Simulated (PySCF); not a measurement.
C4H11OSi: g tensor and hyperfine couplings

Species: C₄H₁₁OSi (doublet state).
Geometry (GFN2-xTB, Å), atoms numbered from 1 in this order:
```
atom  x, y, z in Å
C1    -2.9231    0.3509    0.5319
C2    -1.4421    0.0343    0.7373
C3    -0.6323    0.2907   -0.4718
C4     0.8131    0.5745   -0.3863
O5     1.5308   -0.6428   -0.2119
Si6    3.1165   -0.8788   -0.0160
H7    -3.4888    0.1268    1.4329
H8    -3.0535    1.4039    0.2946
H9    -3.3289   -0.2380   -0.2870
H10   -1.0454    0.6112    1.5775
H11   -1.3524   -1.0271    1.0188
H12   -1.0438    0.0182   -1.4290
H13    1.1766    1.0586   -1.3005
H14    1.0368    1.2256    0.4687
H15    3.1260   -2.3243    0.1354
H16    3.6225   -0.1660    1.1635
H17    3.8810   -0.4059   -1.1756
```

The hyperfine couplings belong to this conformer and change with its torsions.

As a line formula: `C(C)[CH]CO[SiH3]` [radical].

Method used: UKS B3LYP, pcH-1 on C H O Si, non-relativistic, mean-field spin-orbit, GIAO (PySCF). Isolated species at its GFN2-xTB geometry (one conformer only). Couplings are sensitive to structure, and on GFN2-xTB geometries they can be far from those on DFT ones. Stability of the SCF solution: not tested.

| Item | Value |
| --- | --- |
| g1, g2, g3 | 2.00218, 2.00245, 2.00282 |
| g_iso | 2.00248 |
| Form of g | rhombic: the two nearest values differ by 42 % of g3 − g1 |
| ⟨S²⟩ | 0.7536 (exact 0.7500) |
| α and β electrons | 29, 28 |
| HOMO–LUMO gap, α and β orbitals | 6.12, 5.86 eV |
| Basis functions | 270 |

Isotropic coupling and dipolar principal values T1 to T3, in 10⁻⁴ cm⁻¹ (1 × 10⁻⁴ cm⁻¹ = 2.998 MHz):

```tsv
atom	isotope	a_iso	of which spin–orbit	T1	T2	T3	Mulliken spin population
C1	13C	9.0	0.0	-0.8	-0.7	1.5	0.01
C2	13C	-10.3	0.0	-0.8	0.0	0.8	-0.08
C3	13C	33.8	0.0	-26.6	-26.4	53.1	1.02
C4	13C	-4.3	0.0	-0.5	-0.2	0.8	-0.05
O5	17O	-29.8	0.0	-4.4	2.2	2.3	0.03
Si6	29Si	-3.1	0.0	-1.7	0.8	0.8	0.01
H7	1H	0.4	0.0	-0.7	-0.6	1.3	0.00
H8	1H	-0.8	0.0	-1.4	-0.8	2.3	0.00
H9	1H	-0.6	0.0	-1.0	-0.9	1.9	0.00
H10	1H	9.4	0.0	-1.7	-1.4	3.1	0.01
H11	1H	49.2	0.0	-1.9	-0.9	2.8	0.06
H12	1H	-19.1	0.0	-12.6	-0.4	12.9	-0.04
H13	1H	4.7	0.0	-2.2	-1.2	3.4	0.00
H14	1H	5.8	0.0	-2.1	-1.3	3.4	0.01
H15	1H	0.5	0.0	-0.4	-0.2	0.6	0.00
H16	1H	0.1	0.0	-0.3	-0.2	0.6	0.00
H17	1H	0.0	0.0	-0.3	-0.2	0.6	0.00
```

The Mulliken spin populations are largest on C3 (+1.02), C2 (-0.08) and H11 (+0.06). C3 is the only atom above +0.15. The positive populations add up to 1.18 and the negative ones to -0.18, together 2S = 1. The angles at C3 add up to 358.1°, so it is nearly planar; its axial dipolar tensor and the negative coupling of its proton fit spin in a p orbital normal to that plane.

Axes: g2 points within 13° of the C2–C3 bond.

Under fast tumbling the dipolar parts average out, and these isotropic splittings remain: 2 × 1H (H10/H11, I = 1/2, 3 lines) with 3.14 mT, 1 × 1H (H12, I = 1/2, 2 lines) with 2.05 mT, 2 × 1H (H13/H14, I = 1/2, 3 lines) with 0.56 mT and 3 × 1H (H7/H8/H9, I = 1/2, 4 lines) with 0.03 mT.

Means are taken over nuclei equivalent by connectivity, which assumes that they swap fast. The 1H value of +87.9 MHz is a mean of couplings from 28.3 to 147.5 MHz in this one geometry, not an average over conformers.

The 13C coupling of C3 (101.3 MHz) shows only in satellite lines or after enrichment, since that isotope makes up about 1.07 % of natural carbon.

The 17O coupling of O5 (-89.4 MHz) shows only in satellite lines or after enrichment, since that isotope makes up about 0.038 % of natural oxygen.

The spin density at the nucleus, in bohr⁻³, is negative for C2 (-0.0274), H12 (-0.0128) and C4 (-0.0114), for instance. A restricted open-shell determinant has no negative spin density anywhere; here it arises because α and β orbitals differ (spin polarisation).
